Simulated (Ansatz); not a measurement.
`[F][Sn][F]` and `[NH2][Sn][F]` differ in one atom or group.

Ansatz, PBE0-D4/def2-TZVP geometries, multiplicity 1. Each molecule was computed in one conformer, which needn't be the lowest.

Elements past krypton have def2 core potentials.

| property | `[F][Sn][F]` |
| --- | --- |
| zero-point energy (PBE0-D4/def2-TZVP) / kJ/mol | 8.3 |
| LUMO energy (PBE/def2-TZVPP) / eV | -3.44 |
| LUMO energy (B3LYP/def2-TZVPP) / eV | -3.05 |
| LUMO energy (ωB97M-V/def2-TZVPP) / eV | -0.98 |
| ideal-gas entropy at 298 K and 1 bar (rigid rotor, harmonic PBE0-D4/def2-TZVP) / J/(mol·K) | 282 |
| HOMO–LUMO gap (ωB97M-V/def2-TZVPP) / eV | 9.93 |

Question: What does the change do to each property? (Estimate.)

Answer: Computed: 
```json
{"property": "zero-point energy (PBE0-D4/def2-TZVP) / kJ/mol", "`[NH2][Sn][F]`": "69.4", "shift": "61.1"}
{"property": "LUMO energy (PBE/def2-TZVPP) / eV", "`[NH2][Sn][F]`": "-2.52", "shift": "0.92"}
{"property": "LUMO energy (B3LYP/def2-TZVPP) / eV", "`[NH2][Sn][F]`": "-2.11", "shift": "0.94"}
{"property": "LUMO energy (ωB97M-V/def2-TZVPP) / eV", "`[NH2][Sn][F]`": "-0.14", "shift": "0.84"}
{"property": "ideal-gas entropy at 298 K and 1 bar (rigid rotor, harmonic PBE0-D4/def2-TZVP) / J/(mol·K)", "`[NH2][Sn][F]`": "298", "shift": "16"}
{"property": "HOMO–LUMO gap (ωB97M-V/def2-TZVPP) / eV", "`[NH2][Sn][F]`": "9.71", "shift": "-0.22"}
```

With PBE0 the HOMO rises by 1.13 eV and the LUMO rises by 0.90 eV, so the gap narrows by about 0.23 eV. PBE moves the HOMO by 1.20 eV and ωB97M-V by 1.06 eV. The zero-point energy changes by 61.1 kJ/mol with +6 modes.

B3LYP here is the variant with VWN-RPA as its local correlation; programs differ in this.
